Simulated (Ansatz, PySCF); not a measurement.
Noncovalent pair: H2O (SMILES O) (first 3 atoms) with CH2F2 (SMILES FCF); geometry from B3LYP-D3(BJ)/def2-TZVP, rigid monomers moved along the line of their centres of mass till H3···F6 is 1.97 Å.
(charge 0, multiplicity 1):
```xyz
8

O      0.24600     0.28892    -0.05210
H      0.38210    -0.47114    -0.62652
H     -0.54112     0.08412     0.46666
F      0.70279    -0.68678     3.52931
C      0.30635     0.45804     2.91035
F     -0.94594     0.24446     2.38550
H      0.98412     0.67510     2.08626
H      0.22865     1.25222     3.65333
```

Monomers are frozen at their geometry in the pair; levels with a basis set take the counterpoise correction. Rows marked so take none.

Correlated levels freeze the cores. Rows in 6-31G* carry no dispersion term and start afresh at each structure (6-31G* with six Cartesian d functions).

Run with Ansatz (Gaussian orbitals); PySCF for 6-31G* rows. Each number belongs to the level named beside it.

Q: One of these levels gives -91.1 meV for the interaction energy. Which one is it?
(A) M06-2X/6-31G* (no counterpoise)
(B) r2SCAN/def2-TZVPPD
(C) MP2/aug-cc-pVDZ

A: C, MP2/aug-cc-pVDZ. The others give -122.2 (r2SCAN/def2-TZVPPD), -285.3 (M06-2X/6-31G* (no counterpoise))

Ansatz is a first-principles code.
